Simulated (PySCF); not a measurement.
WO3, SMILES [O]=[W](=[O])=[O], multiplicity 1. Heavy atoms are numbered as in [W:1](=[O:2])(=[O:3])=[O:4].

Geometry optimised at B3LYP-D3(BJ)/def2-TZVP. The multiplicity is an assumed one; other spin states were not compared. The isomer is the one that the SMILES or the coordinates give; other isomers of the formula were not compared. The def2 effective core potentials stand for the cores of W; spin–orbit coupling is left out.

Method: CAM-B3LYP/def2-TZVPD (PySCF).

Mulliken values depend strongly on the basis, most of all with diffuse functions as here. ESP charges are fitted to the potential on shells at 1.4 to 2.0 van der Waals radii. Atomic charges (e), one atom of each kind:

| atom | ESP fit | Mulliken |
|---|---|---|
| W1 | 1.92 | 1.67 |
| O2 | -0.64 | -0.56 |
